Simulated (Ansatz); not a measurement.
`[CH3][SnH]([CH3])[OH]` + H–F → `[CH3][SnH]([OH])[F]` + CH₄ at 600 K and 1 bar (ligand exchange at the Sn–C bond).

Gas-phase electronic energies from Ansatz, PBE0-D4/def2-TZVP geometries. CBS: MP2 limit from def2 TZ/QZ plus the TZ coupled-cluster correction, frozen cores. This one scheme is used for every species. Elements past krypton have def2 core potentials. For Sn outer-core shells are correlated without core-valence functions, which leaves a few kJ/mol of doubt a bond. One conformer a species, not always the lowest.

```tsv
species	CCSD(T)/CBS energy (Eh)	H − E (kJ/mol)	S (J/(mol·K))
`[CH3][SnH]([CH3])[OH]`	-370.14409	311.1	488.2
H–F	-100.39570	42.3	194.0
`[CH3][SnH]([OH])[F]`	-430.11060	211.7	446.4
CH₄	-40.46206	140.4	215.7
```

H − E and S are ideal-gas, rigid-rotor, harmonic terms from PBE0-D4/def2-TZVP, for one conformer and one mirror image of each species. 1 Eh = 2625.50 kJ/mol, R = 8.31446 J/(mol·K).

Problem. By hand: ΔE, ΔH, ΔS and ΔG.

Solution. ΔE = (-430.11060) + (-40.46206) − (-370.14409) − (-100.39570) = -0.03287 Eh = -86.3 kJ/mol. Δ(H − E) = 211.7 + 140.4 − 311.1 − 42.3 = -1.3, so ΔH = -87.6 kJ/mol. ΔS = 446.4 + 215.7 − 488.2 − 194.0 = -20.1 J/(mol·K). ΔG = -87.6 − 600 × (-20.1)/1000 = -75.5 kJ/mol.

Problem. By hand: the equilibrium constant, and the temperature at which ΔG would vanish if ΔH and ΔS stayed fixed.

Solution. log₁₀ K = −ΔG/(RT ln 10) = 6.6. ΔG = 0 at ΔH/ΔS = 4358 K, far beyond where these terms or the molecules hold.

ΔH outweighs TΔS. A doubt of 5 kJ/mol in ΔE shifts log₁₀ K by 0.4 here. Other conformers and mirror images would add mixing entropy, several J/(mol·K) or more a flexible species. Modes under 60 cm⁻¹, often nearly free rotors, make the harmonic entropy too high. These are equilibria of isolated gas molecules and say nothing of rates. Largest T1 diagnostic: 0.013 (customary marks: 0.02 for closed shells, 0.045 for open ones).
